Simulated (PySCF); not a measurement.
## SMILES FC[C@H]1C=C(F)C1, C5H6F2

Geometry (Å), atoms numbered from 1 in this order:
```xyz
13

F    -2.1535   -1.2133    0.6429
C    -1.5822    0.0030    0.3661
C    -0.3277   -0.1555   -0.4967
C     0.0429   -1.5788   -0.8756
C    -0.1105   -1.3325   -2.1677
F     0.0469   -2.0551   -3.2774
C    -0.5039    0.1036   -2.0257
H    -1.3455    0.4498    1.3373
H    -2.3487    0.6019   -0.1355
H     0.4972    0.4118   -0.0644
H     0.3062   -2.4293   -0.2804
H     0.1875    0.8259   -2.4570
H    -1.5191    0.3396   -2.3386
```

Method used: PySCF 2.14.0, GIAO HF/pcSseg-1 magnetisability, rotational g tensor and spin-rotation constants, non-relativistic, gas phase. Geometry: GFN2-xTB, dihedral held. The dihedral F1–C2–C3–C4 is held at 0°.

**Question.** Give the nuclear spin-rotation constants along the inertial axes (H = +C I·J) beside the isotropic shieldings.

**Answer.** Rotational constants 5.8422, 1.6307, 1.4645 GHz. A star marks the isotopologue with that one atom substituted, in its own axes.
```tsv
atom	isotope	Caa (kHz)	Cbb (kHz)	Ccc (kHz)	mean (kHz)	σ (ppm)
F1	19F	-0.789	0.749	0.180	0.047	446.2
F6	19F	4.702	1.794	1.308	2.601	308.6
H8	1H	0.015	-0.169	-0.067	-0.073	27.6
H9	1H	-0.552	-0.140	0.045	-0.216	27.7
H10	1H	-0.629	-0.098	-0.028	-0.252	29.7
H11	1H	-0.622	0.035	-0.086	-0.224	27.0
H12	1H	-0.474	0.016	-0.154	-0.204	29.1
H13	1H	-0.591	-0.194	0.048	-0.246	29.7
C2	13C*	1.443	0.263	0.359	0.689	116.3
C3	13C*	0.957	0.218	0.202	0.459	165.6
C4	13C*	1.798	0.536	0.271	0.868	81.6
C5	13C*	2.230	0.661	0.365	1.085	33.2
C7	13C*	0.814	0.313	0.237	0.454	152.9
```
For the geometry as given, no vibrational averaging.
